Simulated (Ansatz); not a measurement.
Cost and result up the ladder for cyclo-(H2SiCH2)2 (C2H8Si2) (12 atoms). Total charge 0; singlet. Geometry: PBE-D4/def2-SVP.

Cartesian coordinates in Å:
```
Si -0.344 0.514 -1.180
H -0.696 -0.279 -2.413
H -0.445 1.982 -1.504
C 1.327 0.008 -0.383
Si 0.343 -0.515 1.180
H 0.696 0.273 2.415
H 0.443 -1.985 1.499
C -1.327 -0.006 0.384
H 2.043 0.840 -0.229
H 1.862 -0.815 -0.898
H -2.046 -0.836 0.231
H -1.859 0.819 0.898
```

Ansatz on 4 threads of Intel Xeon on a shared host. Times are rough, and most runs start from the orbitals of an earlier one. ωB97M-V/def2-TZVP serves as the yardstick here, not as an exact answer. Differences are given only for rows in sets of like size (and for xTB, whose basis is part of the method), since another set adds its own error. Binding counts from free atoms at the same level (Si triplet, H doublet, C triplet; other spins of the atoms weren't run), without zero-point energy or a counterpoise term.

LC-ωPBE has ω = 0.4 bohr⁻¹. Correlated methods freeze 12 core orbitals.

Correlated methods converge slowly with the basis.

| level | functions | wall time | binding energy per atom (eV) | difference from ωB97M-V/def2-TZVP (eV) |
| --- | --- | --- | --- | --- |
| PBE-D4/def2-SVP | 104 | 1.5 s | 3.66 | – |
| LDA (SPW92)/def2-TZVP | 184 | 1.7 s | 4.06 | 0.41 |
| PBE0-D4/def2-SVP | 104 | 1.8 s | 3.64 | – |
| PBE-D4/def2-TZVP | 184 | 2.7 s | 3.65 | 0.01 |
| MP2/def2-TZVP | 184 | 3.5 s | 3.51 | -0.13 |
| PBE0-D4/def2-TZVP | 184 | 3.8 s | 3.63 | -0.01 |
| LC-ωPBE/def2-TZVP | 184 | 3.9 s | 3.62 | -0.03 |
| BHLYP-D4/def2-TZVP | 184 | 3.9 s | 3.58 | -0.07 |
| r2SCAN-D4/def2-TZVP (with forces) | 184 | 5.5 s | 3.64 | 0.00 |
| r2SCANh-D4/def2-TZVP | 184 | 5.5 s | 3.63 | -0.01 |
| r2SCAN0-D4/def2-TZVP | 184 | 5.5 s | 3.62 | -0.03 |
| ωB97X-V/def2-TZVP | 184 | 9.6 s | 3.66 | 0.01 |
| ωB97M-V/def2-TZVP | 184 | 9.6 s | 3.65 | 0.00 |
| CCSD(T)/def2-TZVPP | 258 | 4.6 min | 3.56 | -0.09 |
